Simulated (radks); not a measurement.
Question: The mean radii <r> (bohr) of the occupied orbitals of an atom or ion are listed with their occupations. All-electron calculation, scalar-relativistic Kohn-Sham, PBE, spin-polarised, spherical densities, finite nucleus; Fermi nuclear charge, rms radius of each element as measured or else 0.836 A^(1/3) + 0.57 fm. Program: a radial shooting solver on a logarithmic mesh with Libxc functionals.

| orbital | occ. | <r> |
|---|---|---|
| 1s up | 1 | 0.02191 |
| 1s down | 1 | 0.02191 |
| 2s up | 1 | 0.09276 |
| 2s down | 1 | 0.09266 |
| 2p up | 3 | 0.08183 |
| 2p down | 3 | 0.08171 |
| 3s up | 1 | 0.2314 |
| 3s down | 1 | 0.2319 |
| 3p up | 3 | 0.2271 |
| 3p down | 3 | 0.2277 |
| 3d up | 4 | 0.2021 |

Name the element and its charge. Open shells, if any, are filled with parallel spins first.

Answer: Z = 64, gadolinium, charge +42: Gd42+ in [Ar] 3d4. The 1s radius gives Z: for a bare nucleus <r> = (2 gamma + 1)/(2Z) with gamma = sqrt(1 - (Z/c)^2), 0.02163 bohr for Z = 64, and screening makes it slightly larger (0.02191 here). The occupations add up to 22, and the charge is Z minus that.
